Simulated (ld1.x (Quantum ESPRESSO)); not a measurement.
Ranking TM potentials for nitrogen (N)

All share these settings but for the change named:

N, norm-conserving Troullier–Martins (Kleinman–Bylander form), made with ld1.x (Quantum ESPRESSO) 7.5 (LDA (PZ), scalar-relativistic). Core [He], reference 2s1.75 2p3.25. Waves: 2s (bound): rc 0.70 bohr; 3d channel at 0.2 Ry: rc 1.20 bohr; 2p (bound): rc 1.40 bohr. Local part: the p channel. Core correction: a·sin(br)/r model core, default radius (core density twice the valence density).

Test errors are all-electron minus pseudo excitation energies from the reference, over 2s2 2p3; 2s2 2p2; 2s2 2p1; 2s2 2p3.3; 2s2 2p2.5; 2s0 2p5; 2s1 2p3. None of these files shows a bound ghost.

The base gives 77.4 meV.

Of 8 variants that were run, those that failed, showed a ghost or another fault, or gave nearly equal values are left out.

A variant can come out equal or close to the base, since the largest error may sit in a test that the change hardly touches while other tests move.

(1) Rank these variants by their largest absolute test error, smallest first.
A. core correction a·sin(br)/r model core inside 0.64 bohr
B. core correction a·sin(br)/r model core inside 0.50 bohr
C. core correction none

Results:

(1) B (79.9 meV), A (90.5 meV), C (111.8 meV).
